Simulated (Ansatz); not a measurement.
W₂F₄⁺. Total charge 1; doublet. Geometry r2SCAN-D4/def2-SVP, that of the neutral singlet; atoms count from 1.

Cartesian coordinates in Å:
```
W -0.251 -0.857 0.636
W 0.251 0.858 -0.636
F 1.428 -1.689 0.860
F -1.428 1.688 -0.860
F -1.599 -0.145 1.747
F 1.598 0.144 -1.747
```

In the def2 sets W takes a core potential; there is no spin–orbit coupling. The charge 1 doublet is spin-contaminated (final ⟨S²⟩ up to 1.45, 0.75 for a pure state). The structure comes from a short search, and lower isomers may exist.

Estimate the Mulliken populations from the PBE0/def2-TZVP orbitals of Ansatz.


| atom | charge (e) | spin (α − β) | d electrons |
| --- | --- | --- | --- |
| W1 | 1.09 | 1.49 | 3.85 |
| W2 | 1.08 | -0.71 | 3.85 |
| F3 | -0.30 | 0.04 | – |
| F4 | -0.29 | 0.07 | – |
| F5 | -0.30 | 0.04 | – |
| F6 | -0.29 | 0.07 | – |
Mulliken values depend strongly on the basis.

Where does the spin sit?

Summed by element: W 0.78, F 0.22, of 1 unpaired in all. Largest on single atoms: W1 1.49, W2 -0.71, F6 0.07.

And the Mayer bond orders between heavy atoms (over 0.3)?

W1–W2 2.69 (2.19 Å); W1–F3 1.12 (1.89 Å); W1–F5 1.12 (1.89 Å); W2–F4 1.13 (1.89 Å); W2–F6 1.13 (1.89 Å).
